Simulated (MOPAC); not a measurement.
Job for MOPAC: PM6 on GeH, 2S+1 = 2, a spin state set in the input, which need not be the lowest, a point of a bond scan (R = 1.754 Å).

```
PM6 1SCF PRECISE CHARGE=0 UHF MS=0.5 THREADS=1
GeH

H      0.00000000 1     0.00000000 1     0.00000000 1
Ge     0.00000000 1     0.00000000 1     1.75374100 1
```

Program output:

```
*******************************************************************************
 **                                                                           **
 **                              MOPAC v23.2.5                                **
 **                                                                           **
 *******************************************************************************
 ** MOPAC's Digital Object Identifier: https://doi.org/10.5281/zenodo.6511958 **
 **                                                                           **
 ** Please cite the open-source release paper for use of this MOPAC version:  **
 ** J. E. Moussa and J. J. P. Stewart (2026)                                  **
 ** MOPAC: An open-source semiempirical molecular orbital program             **
 ** J. Open Source Softw., 11(119), 8025, https://doi.org/10.21105/joss.08025 **
 *******************************************************************************

                              PM6 CALCULATION RESULTS

 *******************************************************************************
 *  PM6        - The PM6 Hamiltonian to be used
 *  UHF        - UNRESTRICTED HARTREE-FOCK CALCULATION
 *
 *
 *
 *                 CHARGE ON SYSTEM = 0
 *
 *
 *
 *  MS=        - IN MECI, MAGNETIC COMPONENT OF SPIN =  0.5
 *  PRECISE    - TIGHTER CRITERIA TO BE USED
 *  1SCF       - DO 1 SCF AND THEN STOP
 *  THREADS=1  - MULTI-THREADING NOT USED
 *  T=         - A TIME OF 172800.0 SECONDS REQUESTED
 *  DUMP=N     - RESTART FILE WRITTEN EVERY 7200.0 SECONDS REQUESTED
 *******************************************************************************
PM6 1SCF PRECISE CHARGE=0 UHF MS=0.5 THREADS=1
 GeH

   ATOM   CHEMICAL          X               Y               Z
  NUMBER   SYMBOL      (ANGSTROMS)     (ANGSTROMS)     (ANGSTROMS)

     1       H          0.00000000  *   0.00000000  *   0.00000000  *
     2      Ge          0.00000000  *   0.00000000  *   1.75374100  *



          CARTESIAN COORDINATES

    NO.       ATOM           X           Y           Z

     1         H          0.0000      0.0000      0.0000
     2        Ge          0.0000      0.0000      1.7537

 General Reference for PM6:
 "Optimization of Parameters for Semiempirical Methods V: Modification of NDDO Approximations
 and Application to 70 Elements", J. J. P. Stewart, J. Mol. Mod., 13, 1173-1213 (2007)
 URL: https://link.springer.com/article/10.1007/s00894-007-0233-4

           Empirical Formula: H Ge  =     2 atoms



      MOLECULAR POINT GROUP   :   C*v


          UHF CALCULATION, NO. OF ALPHA ELECTRONS =    3
                           NO. OF BETA  ELECTRONS =    2

 -------------------------------------------------------------------------------
 PM6 1SCF PRECISE CHARGE=0 UHF MS=0.5 THREADS=1
 GeH



     1SCF WAS SPECIFIED, SO BFGS WAS NOT USED
     SCF FIELD WAS ACHIEVED


                              PM6 CALCULATION
                                                       MOPAC v23.2.5 Linux




          FINAL HEAT OF FORMATION =         89.59174 KCAL/MOL =     374.85185 KJ/MOL


          COSMO AREA              =         77.61 SQUARE ANGSTROMS
          COSMO VOLUME            =         64.07 CUBIC ANGSTROMS

          IONIZATION POTENTIAL    =          6.845867 EV
          ALPHA SOMO LUMO (EV)    =         -6.846 -1.920
          BETA  SOMO LUMO (EV)    =         -8.875 -1.513
          NO. OF ALPHA ELECTRONS  =          3
          NO. OF BETA  ELECTRONS  =          2
          MOLECULAR WEIGHT        =         73.5979         POINT GROUP:  C*v

          MOLECULAR DIMENSIONS (Angstroms)

            Atom       Atom       Distance
           Ge     2    H     1     1.75374
           Ge     2    H     1     0.00000
            H     1   Ge     2     0.00000


          SCF CALCULATIONS        =          1





   ATOM   CHEMICAL          X               Y               Z
  NUMBER   SYMBOL      (ANGSTROMS)     (ANGSTROMS)     (ANGSTROMS)

     1       H          0.00000000  *   0.00000000  *   0.00000000  *
     2      Ge          0.00000000  *   0.00000000  *   1.75374100  *

                             CARTESIAN COORDINATES

   1    H        0.000000000     0.000000000     0.000000000
   2   Ge        0.000000000     0.000000000     1.753741000


           Empirical Formula: H Ge  =     2 atoms



      MOLECULAR POINT GROUP   :   C*v


          ALPHA EIGENVALUES
 -14.14805  -8.97376  -6.84587  -1.92035   2.52674


           BETA EIGENVALUES
 -14.04339  -8.87453  -1.51263  -0.75178   2.41493


              NET ATOMIC CHARGES AND DIPOLE CONTRIBUTIONS

  ATOM NO.   TYPE          CHARGE      No. of ELECS.   s-Pop       p-Pop
    1          H          -0.019397        1.0194     1.01940
    2         Ge           0.019397        3.9806     1.88711     2.09349
 DIPOLE           X         Y         Z       TOTAL
 POINT-CHG.     0.000     0.000     0.163     0.163
 HYBRID         0.000     0.000    -1.660     1.660
 SUM            0.000     0.000    -1.497     1.497


          ATOMIC ORBITAL ELECTRON POPULATIONS

     Atom    s        px        py        pz
    1  H   1.01940
    2 Ge   1.88711   1.00000   0.00000   1.09349


                    (SZ)    =    0.500000
                    (S**2)  =    0.755614


          ATOMIC ORBITAL SPIN POPULATIONS

    Atom   Total    s     px     py     pz
         Atomic
    1  H -0.0711 -0.071
    2 Ge  1.0711 -0.003  1.000  0.000  0.074

 **********************
 *                    *
 * JOB ENDED NORMALLY *
 *                    *
 **********************




 == MOPAC DONE ==
```

The run finished.

Cost: about 0.020 core-seconds (a rough figure).
